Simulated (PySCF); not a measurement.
A geometry optimisation, step by step.

Species: CH6O2SeSi.
Numbering: `[CH3:1][Se:2](=[O:3])(=[O:4])[SiH3:5]` (hydrogens: H6, H7, H8 on C1; H9, H10, H11 on Si5)

Computed by this run: PBE0-D3(BJ)/def2-SVP geometry optimisation, gas phase in PySCF; density fitting, grid level 1; the optimiser is geomeTRIC in internal coordinates, started from a GFN2-xTB structure with every atom displaced at random (about 0.01 Å). The frame can shift and turn from step to step; on so coarse a grid that alone can change the energy by a few meV, and forces under 0.02 eV/Å are noise.

Step 0: E = -78421.4442 eV, largest atomic force 2.560 eV/Å
```
atom  x, y, z in Å  |  force x, y, z in eV/Å
C1     -1.621    0.508   -0.305   -0.099   1.136   0.207
Se2    -0.230   -0.357    0.692   -0.066   0.670  -0.136
O3     -0.140    0.351    2.105    0.302   1.469   1.285
O4     -0.573   -1.887    0.817   -0.525  -2.442  -0.560
Si5     1.841   -0.194   -0.381   -0.245   0.258   0.619
H6     -2.544    0.386    0.289    0.239  -0.108  -0.011
H7     -1.734    0.057   -1.280   -0.042  -0.359  -0.541
H8     -1.397    1.597   -0.401   -0.033  -0.556   0.097
H9      2.729   -0.900    0.563    0.107  -0.090   0.002
H10     2.082    1.250   -0.457    0.259   0.383  -0.161
H11     1.624   -0.836   -1.658    0.103  -0.360  -0.801
```

Step 1: E = -78421.6768 eV, largest atomic force 0.789 eV/Å
```
atom  x, y, z in Å  |  force x, y, z in eV/Å
C1     -1.580    0.501   -0.300   -0.129  -0.078   0.043
Se2    -0.273   -0.401    0.795   -0.084  -0.556   0.496
O3     -0.177    0.420    2.194    0.013  -0.107  -0.502
O4     -0.628   -1.994    0.832    0.141   0.753  -0.188
Si5     1.768   -0.154   -0.384   -0.010  -0.079   0.066
H6     -2.526    0.399    0.250   -0.014   0.030  -0.034
H7     -1.649    0.017   -1.284    0.043  -0.028   0.074
H8     -1.289    1.555   -0.375   -0.002   0.045   0.012
H9      2.730   -0.865    0.490    0.071  -0.011   0.004
H10     2.062    1.297   -0.518   -0.013   0.037   0.018
H11     1.600   -0.806   -1.712   -0.016  -0.006   0.010
```

Step 2: E = -78421.6949 eV, largest atomic force 0.151 eV/Å
```
atom  x, y, z in Å  |  force x, y, z in eV/Å
C1     -1.593    0.499   -0.293   -0.015   0.006   0.004
Se2    -0.270   -0.397    0.788   -0.060  -0.111   0.083
O3     -0.168    0.436    2.169    0.040   0.010  -0.066
O4     -0.629   -1.974    0.804    0.019   0.127  -0.057
Si5     1.778   -0.161   -0.376    0.006  -0.018   0.035
H6     -2.539    0.396    0.256    0.010  -0.007   0.004
H7     -1.656    0.006   -1.272    0.006  -0.010   0.005
H8     -1.309    1.556   -0.374   -0.017  -0.004  -0.007
H9      2.749   -0.873    0.494    0.007   0.009  -0.010
H10     2.069    1.293   -0.504    0.000   0.001   0.008
H11     1.607   -0.811   -1.704    0.003  -0.003   0.001
```

Step 3: E = -78421.6965 eV, largest atomic force 0.046 eV/Å
```
atom  x, y, z in Å  |  force x, y, z in eV/Å
C1     -1.599    0.498   -0.293    0.004   0.006  -0.001
Se2    -0.270   -0.393    0.785    0.003   0.027  -0.034
O3     -0.158    0.444    2.161    0.021   0.015   0.023
O4     -0.632   -1.967    0.791   -0.023  -0.040  -0.004
Si5     1.782   -0.164   -0.372   -0.005   0.005   0.010
H6     -2.541    0.391    0.262    0.000  -0.008   0.005
H7     -1.663    0.001   -1.268   -0.001  -0.005   0.002
H8     -1.323    1.557   -0.378   -0.007   0.000  -0.005
H9      2.753   -0.876    0.497    0.000   0.002   0.002
H10     2.076    1.290   -0.495    0.002   0.000   0.003
H11     1.615   -0.812   -1.701    0.006  -0.001  -0.001
```

Step 4: E = -78421.6968 eV, largest atomic force 0.043 eV/Å
```
atom  x, y, z in Å  |  force x, y, z in eV/Å
C1     -1.603    0.499   -0.292    0.004   0.004   0.001
Se2    -0.270   -0.391    0.781    0.007   0.026  -0.033
O3     -0.151    0.446    2.157    0.012   0.004   0.019
O4     -0.636   -1.964    0.786   -0.018  -0.033   0.007
Si5     1.785   -0.165   -0.370   -0.002   0.008   0.000
H6     -2.542    0.388    0.266    0.001  -0.005   0.002
H7     -1.669   -0.002   -1.267   -0.002  -0.002   0.000
H8     -1.331    1.558   -0.382   -0.002  -0.001  -0.002
H9      2.753   -0.877    0.501   -0.004   0.000   0.004
H10     2.081    1.289   -0.491    0.000  -0.001   0.002
H11     1.623   -0.812   -1.701    0.006   0.000  -0.001
```

Step 5: E = -78421.6970 eV, largest atomic force under 0.02 eV/Å
```
atom  x, y, z in Å  |  force x, y, z in eV/Å
C1     -1.607    0.499   -0.293    0.001   0.000   0.002
Se2    -0.270   -0.390    0.775    0.002  -0.004  -0.011
O3     -0.142    0.447    2.151    0.003  -0.005   0.002
O4     -0.642   -1.962    0.780   -0.004   0.001   0.010
Si5     1.789   -0.165   -0.369    0.001   0.007  -0.006
H6     -2.543    0.384    0.272   -0.001   0.000  -0.002
H7     -1.678   -0.005   -1.265   -0.001   0.001  -0.001
H8     -1.341    1.560   -0.386    0.003   0.000   0.001
H9      2.750   -0.878    0.509   -0.005  -0.001   0.005
H10     2.086    1.289   -0.485   -0.002   0.000   0.001
H11     1.637   -0.810   -1.701    0.004   0.001   0.000
```

Q: Summarise the path.

A: The energy falls by 24.40 kJ/mol from step 0 to step 5; nine tenths of that is first reached at step 1. It falls at every step. The largest force goes from 2.560 to under 0.02 eV/Å. Among the bonds Si5–H11 changes most (a near tie, within 0.001 Å, with another), from 1.445 to 1.488 Å; the atoms move by 0.072 Å rms after alignment.

What follows is the cost of the whole optimisation. On one thread, Arm Neoverse V1 (aarch64), no GPU (shared host), this took 45 s of wall time and 0.51 GiB of memory at its peak.
